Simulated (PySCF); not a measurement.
**Ionisation energy of Cr⁺ by level of theory**

Cr⁺ [Ar] 3d5 (6S) → Cr²⁺ [Ar] 3d4 (5D), as a difference of total energies. Calculation: PySCF 2.14, in aug-cc-pVDZ; no relativity, point nucleus. Correlated levels: valence: [Ar] frozen. The calculations carry no spin-orbit coupling.

```csv
method,ionisation energy (eV)
UHF,15.186
MP2 (valence),16.111
SCS-MP2 (valence),15.494
CCSD (valence),16.143
CCSD(T) (valence),16.160
```

**Question.** How much does correlation contribute at CCSD(T) (valence)?

**Answer.** 16.160 − (15.186) = 0.974 eV, measured against UHF.

These non-relativistic numbers lack the scalar-relativistic shift.

The reference lies between the lowest fine-structure levels, while these numbers refer to the centres of the terms.

Errors of the correlated levels include the incompleteness of this basis and the frozen core.

For comparison: 16.486 eV (measured; NIST Atomic Spectra Database, ionization energies).
